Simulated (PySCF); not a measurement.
# Bond lengths and vibrations by method: B2H3 cation

Calculated results; nothing here was measured. The program is PySCF 2.14.0, an open-source quantum chemistry code, run on an isolated molecule that a program drew, which may never have been made. The molecule is B2H3 cation (charge +1, singlet), drawn as the SMILES string `[BH+]B`.

The geometry was optimised and harmonic frequencies were computed with HF and MP2, all in the cc-pVDZ basis, for the commonest isotopes, with a restricted reference for singlets and an unrestricted one otherwise, and a frozen core in MP2. Each result is a local minimum of its method.

Geometry at the HF minimum:
```xyz
5
B2H3 cation, angstrom
B    -2.5661   -0.1373    0.4694
B    -2.8585   -0.1126    2.1756
H    -2.3668   -0.1541   -0.6931
H    -2.6198   -1.1057    2.7825
H    -3.2809    0.8961    2.6402
```

Lengths of the bonds as drawn, in Å (atoms numbered as above):
| bond | HF | MP2 |
|---|---|---|
| B1-B2 | 1.731 | 1.725 |
| B1-H3 | 1.180 | 1.189 |
| B2-H4 | 1.188 | 1.197 |
| B2-H5 | 1.188 | 1.197 |

Rotational constants, in GHz:
```
constant     HF    MP2
       A  224.6  221.9
       B  20.47  20.52
       C  18.76  18.79
```

Harmonic frequencies in cm^-1, each column in rising order, so a row needn't be the same motion in every method:
```
rank,HF,MP2
1,484,438
2,647,620
3,832,837
4,936,904
5,990,950
6,1214,?
7,2751,2681
8,2879,2811
9,2934,2857
```

**Estimate the missing MP2 frequency from the HF column.**

A single factor s that minimises the squared misfit of MP2 against s times HF over the other rows is sum(HF x MP2) / sum(HF^2) = 0.9740, with an rms misfit of 17 cm^-1. For rank 6 it gives 0.9740 x 1214 = 1182 cm^-1. The calculation gives 1143 cm^-1, 39 cm^-1 below the estimate. The drawn bonds are on average 0.5 % longer in MP2 than in HF.
